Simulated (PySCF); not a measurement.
**Stretching HgF**

Set-up: PySCF, scalar-relativistic core potentials, basis sets Hg def2-SVPD with ECP60, F def2-SVPD. Energies in eV from Hg + F in their ground configurations at the same level. State: ²Σ⁺ (doublet), unpaired electrons σ ↑.

| R (Å) | PBE |
| --- | --- |
| 1.791 | -0.800 |
| 1.875 | -1.309 |
| 1.958 | -1.588 |
| 2.021 | -1.694 |
| 2.083 | -1.738 |
| 2.146 | -1.738 |
| 2.229 | -1.691 |
| 2.333 | -1.588 |
| 2.458 | -1.437 |
| 2.625 | -1.232 |

**Question.** Put a parabola through the three lowest points of the PBE curve and estimate Re, k and ωe (reduced mass 17.36 u; 1 eV/Å² = 0.16022 mdyn/Å; ωe = 1302.8·√(k/μ) cm⁻¹).

**Answer.** Through R = 2.021, 2.083, 2.146 Å the second-order coefficient is 5.68 eV/Å², so Re ≈ 2.115 Å, k ≈ 1.82 mdyn/Å and ωe ≈ 422 cm⁻¹. A polynomial fit of higher order to the unrounded PBE energies gives Re = 2.113 Å, k = 1.53 mdyn/Å, ωe = 387 cm⁻¹; anharmonicity and rounding make the difference.

The higher-order fit for each curve: PBE: Re = 2.113 Å, ωe = 387 cm⁻¹, De = 1.74 eV.

Spin–orbit coupling is left out, which matters for elements this heavy, above all for dissociation energies. The state was picked by a PBE0 search and need not be the measured ground state.
